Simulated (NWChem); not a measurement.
C2H6N, doublet; SMILES C[CH]N

Results from NWChem. Pople sets run with spherical d functions. Spin-unrestricted. No stability test was run on the SCF state. Each level has its own optimisation; frequencies are unscaled. Brackets give each atom's bonded neighbours. One conformer.

Taking PBE0/6-31+G* as the yardstick, which of these has the fewest basis functions while keeping “highest harmonic frequency (cm⁻¹)” within 10 cm⁻¹ of it: PBE0/STO-3G; PBE0/3-21G; PBE0/6-31G*?

none of them.
```json
[
 {"level": "PBE0/STO-3G", "basis functions": "21", "highest harmonic frequency (cm⁻¹)": "3805"},
 {"level": "PBE0/3-21G", "basis functions": "39", "highest harmonic frequency (cm⁻¹)": "3641"},
 {"level": "PBE0/6-31G*", "basis functions": "54", "highest harmonic frequency (cm⁻¹)": "3649"},
 {"level": "PBE0/6-31+G*", "basis functions": "66", "highest harmonic frequency (cm⁻¹)": "3665"}
]
```

The yardstick is one finite set, not the basis-set limit.
